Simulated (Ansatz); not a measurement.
Reaction (redistribution): `OC[SiH2]O[SiH3]` + `C[S][Sn][NH2]` → `N[SiH2]CO` + `C[S][Sn][O][SiH3]`

Computed with Ansatz on PBE0-D4/def2-TZVP structures; ΔE is electronic, products minus reactants. CCSD(T)/CBS adds triple-zeta CCSD(T) − MP2 to the extrapolated MP2 energy (def2 sets, frozen cores). def2 core potentials past Kr. For Sn outer-core shells are correlated without core-valence functions, which leaves a few kJ/mol of doubt a bond. Each species was taken in one conformer, which may not be the lowest.

```
            species  CCSD(T)/def2-TZVPP energy (Eh)
  `OC[SiH2]O[SiH3]`                      -771.28935
    `C[S][Sn][NH2]`                      -707.15213
        `N[SiH2]CO`                      -461.11751
`C[S][Sn][O][SiH3]`                     -1017.31847
```

**Question.** Work out ΔE.

**Answer.** ΔE = (-461.11751) + (-1017.31847) − (-771.28935) − (-707.15213) = 0.00550 Eh = +14.4 kJ/mol. CCSD(T)/CBS gives +12.7 kJ/mol.

Largest T1 diagnostic among the species: 0.016.

In def2-TZVPP, CCSD(T) changes the Hartree–Fock value by −10.9 kJ/mol (the triples alone add −2.9 kJ/mol) and MP2 by −11.4 kJ/mol. From PBE to PBE0 (25 % exact exchange), in def2-TZVPP and without D4, ΔE moves by +6.5 kJ/mol.
